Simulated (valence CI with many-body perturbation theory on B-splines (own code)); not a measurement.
## I²²⁺: calculated level list

Level of theory: configuration interaction combined with many-body perturbation theory (CI+MBPT): three valence electrons over a frozen Dirac-Fock core [Ar] 3d10, a basis of 11 s, 11 p, 10 d, 8 f, 5 g, 2 h functions for each j, with the one-electron correlation potential Σ1, the two-electron term Σ2, the three-electron term Σ3, Breit, model QED; selected CI, second order for the rest, scaled by the run's own slope (own B-spline code, finite nucleus).

No measured spectrum was set against this ion. As an estimate, levels hold to about 250 cm⁻¹ or 0.2 % of their energy and the worst to 1 %, as in measured heavy ions of charge 2 to 7; those with d or f electrons hold less well.

Levels 91 to 135 of 180, with energies above the lowest level, 4s2 4p 2P°_1/2. "Leading %" is the weight of the configuration and term that name the level; weights of strongly mixed levels are sums over their largest components and can fall short. In the jj column 3d3/2^4 stands for four electrons in 3d with j = 3/2. Lifetimes count E1, E2, E3, M1 and M2 decay at the calculated energies, and are blank where another channel may lead or the interval is too uncertain; long ones can be off by a factor of two.

```
No.  Configuration  Term     J  E (eV)  Leading %       g                Leading jj  Lifetime
 91       4s 4p 4f    4F   9/2  256.00         45   1.299     4s 4p3/2 4f7/2 (45 %)   3.34 ps
 92       4s 4p 4f    4F   7/2  256.08         51   1.238     4s 4p3/2 4f5/2 (45 %)   3.60 ps
 93       4s 4p 4f    4D   5/2  256.47         50   1.225     4s 4p3/2 4f5/2 (42 %)   4.56 ps
 94       4s 4p 4f    4D   3/2  256.58         80   1.056     4s 4p3/2 4f5/2 (81 %)   5.17 ps
 95       4s 4p 4f    4D   1/2  256.72         99  -0.002     4s 4p3/2 4f5/2 (99 %)   5.82 ps
 96         4s 4d2    2F   5/2  259.16         48   0.878     4s 4p3/2 4f5/2 (39 %)   3.94 ps
 97       4s 4p 4f    2F   7/2  259.30         42   1.068     4s 4p3/2 4f7/2 (53 %)   4.01 ps
 98         4s 4d2    2F   7/2  260.71         55   1.128         4s 4d5/2^2 (33 %)   4.82 ps
 99       4s 4p 4f    2D   5/2  262.09         28   1.064     4s 4p3/2 4f7/2 (32 %)   3.03 ps
100         4s 4d2    2P   1/2  264.16         47   1.267     4s 4d3/2 4d5/2 (41 %)   2.50 ps
101       4s 4p 4f    2G   9/2  265.41         87   1.111     4s 4p3/2 4f7/2 (59 %)   3.97 ps
102         4s 4d2    2P   3/2  266.86         50   1.125     4s 4d3/2 4d5/2 (42 %)   2.81 ps
103         4s 4d2    2S   1/2  267.28         46   1.446         4s 4d5/2^2 (63 %)   2.64 ps
104       4s 4p 4f    2D   3/2  267.80         40   0.984         4s 4d5/2^2 (43 %)   3.31 ps
105         4s2 5s    2S   1/2  267.93         90   1.976            4s^2 5s (90 %)   1.04 ps
106       4s 4p 4f    2D   3/2  271.57         82   0.795     4s 4p3/2 4f5/2 (77 %)   3.10 ps
107       4s 4p 4f    2F   7/2  271.62         46   1.106     4s 4p3/2 4f7/2 (28 %)   2.24 ps
108       4s 4p 4f    2D   5/2  271.72         38   1.034     4s 4p3/2 4f7/2 (40 %)   2.64 ps
109       4s 4p 4f    2G   9/2  272.03         60   1.119     4s 4p3/2 4f7/2 (41 %)   2.43 ps
110       4s 4p 4f    2D   5/2  272.03         58   1.096     4s 4p3/2 4f7/2 (49 %)   2.81 ps
111       4s 4p 4f    2G   7/2  273.87         59   0.918     4s 4p3/2 4f5/2 (40 %)   2.47 ps
112         4p 4d2   4G°   5/2  288.88         46   0.716      4p1/2 4d3/2^2 (70 %)   31.5 ps
113         4s2 5p   2P°   1/2  291.69         97   0.666         4s^2 5p1/2 (97 %)   2.72 ps
114         4p 4d2   4G°   7/2  293.54         33   1.065      4p1/2^2 4f7/2 (48 %)   21.1 ps
115         4p 4d2   4G°   7/2  295.08         34   1.037  4p1/2 4d3/2 4d5/2 (65 %)   12.2 ps
116         4p 4d2   4G°   5/2  295.75         33   0.934  4p1/2 4d3/2 4d5/2 (68 %)   9.05 ps
117         4p 4d2   2H°   9/2  296.82         37   1.024  4p1/2 4d3/2 4d5/2 (75 %)   19.3 ps
118         4p 4d2   2D°   3/2  297.82         46   0.930  4p1/2 4d3/2 4d5/2 (78 %)   8.32 ps
119         4s2 5p   2P°   3/2  298.16         96   1.334         4s^2 5p3/2 (96 %)   2.83 ps
120         4p2 4f   4G°   5/2  298.47         33   0.884      4p1/2^2 4f5/2 (51 %)   4.62 ps
121         4p 4d2   4D°   1/2  299.74         87   0.118      4p1/2 4d3/2^2 (50 %)   6.21 ps
122         4p 4d2   4P°   1/2  300.26         56   2.286  4p1/2 4d3/2 4d5/2 (62 %)   5.36 ps
123         4p 4d2   4G°   9/2  300.52         53   1.133      4p1/2 4d5/2^2 (60 %)   19.8 ps
124         4p 4d2   4D°   7/2  300.94         20   1.200      4p1/2 4d5/2^2 (61 %)   10.8 ps
125         4p 4d2   4F°   3/2  302.15         44   0.819      4p1/2 4d3/2^2 (76 %)   3.11 ps
126         4p 4d2   2F°   5/2  303.17         29   1.059      4p1/2 4d5/2^2 (40 %)   6.06 ps
127         4p 4d2   4D°   3/2  304.21         43   1.094      4p1/2 4d5/2^2 (41 %)   6.09 ps
128         4p 4d2   4D°   5/2  305.24         34   1.218  4p1/2 4d3/2 4d5/2 (52 %)   4.15 ps
129         4p2 4f   2H°  11/2  305.28         34   1.173  4p1/2 4p3/2 4f7/2 (60 %)   24.9 ps
130         4p2 4f   4F°   7/2  305.51         20   1.097  4p1/2 4d3/2 4d5/2 (27 %)   4.49 ps
131         4p2 4f   2G°   7/2  306.16         59   1.023  4p1/2 4p3/2 4f5/2 (45 %)   6.17 ps
132         4p 4d2   4P°   3/2  306.82         58   1.652  4p1/2 4d3/2 4d5/2 (54 %)   4.17 ps
133         4p2 4f   4G°   9/2  306.92         38   1.129  4p1/2 4p3/2 4f7/2 (46 %)   6.64 ps
134         4p2 4f   2F°   5/2  307.58         30   0.979  4p1/2 4p3/2 4f5/2 (48 %)   5.52 ps
135         4p2 4f   4G°   7/2  307.66         38   1.068  4p1/2 4p3/2 4f5/2 (54 %)   5.18 ps
```

Names give the largest LS component (configuration and term), which can be under half, so a name can repeat, a term be missing and a line seem to break the LS rules; names also repeat where a configuration has a term twice.

Where two levels of one J and parity lie close, their mixing, g and order are uncertain.
